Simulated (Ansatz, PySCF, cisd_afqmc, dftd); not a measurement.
Species: BNH₆, charge 0, singlet. BNH6 (azaniumylboranuide, SMILES [BH3-][NH3+]).
B3LYP-D3(BJ)/def2-TZVP minimum from Ansatz (a quantum-chemistry and plane-wave program):
```
N
H 1 1.0159
H 1 1.0159 2 107.95
H 1 1.0159 2 107.95 3 116.46
B 1 1.6582 2 110.95 4 121.77
H 5 1.2082 1 104.94 2 -60.00
H 5 1.2082 6 113.60 1 -114.06
H 5 1.2082 6 113.60 7 -131.88
```

Wanted: enthalpy of formation at 298 K (by atomisation, with ideal-gas terms from PySCF's Hessian at B3LYP-D3(BJ)/def2-TZVP and the atoms' measured values of the G2/97 table; no spin-orbit terms), in kcal/mol. Radicals and triplets start from unrestricted determinants; spin-orbit coupling is neglected. Cores are frozen in correlated methods. Rows without X2C or -DK are non-relativistic. AFQMC is phaseless with a CISD trial state; ± is one standard error, without the phaseless bias. Outlying blocks are dropped, and bars are widened where a walk drifts. Over all cases where full CI ran beside it in this data, AFQMC minus full CI had a median of +0.1 mEh and passed +0.4 mEh in a tenth of the cases. CBS(X,Y): correlation extrapolated as X^-3, Hartree-Fock from the larger set. A bracket is a step between two methods taken in the basis named. The functionals are non-relativistic, so their misses hold any scalar relativity. 'core' is core correlation in cc-pwCVTZ, 'X2C' scalar relativity in cc-pVTZ-DK, both at CCSD(T). For partners of very few electrons the exact lower level stands in for a higher one.

```json
[
 {"level": "B3LYP-D3(BJ)/def2-TZVPD", "program": "Ansatz + dftd3", "enthalpy of formation at 298 K (kcal/mol)": "-18.7", "difference against the last row": "-4.8"},
 {"level": "MP2/cc-pVTZ", "program": "Ansatz", "enthalpy of formation at 298 K (kcal/mol)": "2.4", "difference against the last row": "16.3"},
 {"level": "CCSD/cc-pVDZ", "program": "Ansatz", "enthalpy of formation at 298 K (kcal/mol)": "35.4", "difference against the last row": "49.3"},
 {"level": "CCSD(T)/CBS(cc-pVTZ,cc-pVQZ) + core + X2C", "program": "Ansatz", "enthalpy of formation at 298 K (kcal/mol)": "-13.8", "difference against the last row": "0.1"},
 {"level": "CCSDT(Q)/cc-pVTZ", "program": "Ansatz", "enthalpy of formation at 298 K (kcal/mol)": "0.4", "difference against the last row": "14.3"},
 {"level": "CCSD(T)/CBS(cc-pVTZ,cc-pVQZ) + [AFQMC/CISD - CCSD(T)]/cc-pVDZ + core + X2C", "program": "Ansatz + cisd_afqmc", "enthalpy of formation at 298 K (kcal/mol)": "-14.3 ± 0.4", "difference against the last row": "-0.4"},
 {"level": "CCSD(T)/CBS(cc-pVTZ,cc-pVQZ) + [CCSDT(Q) - CCSD(T)]/cc-pVTZ + core + X2C", "program": "Ansatz", "enthalpy of formation at 298 K (kcal/mol)": "-13.9", "difference against the last row": "0.0"}
]
```
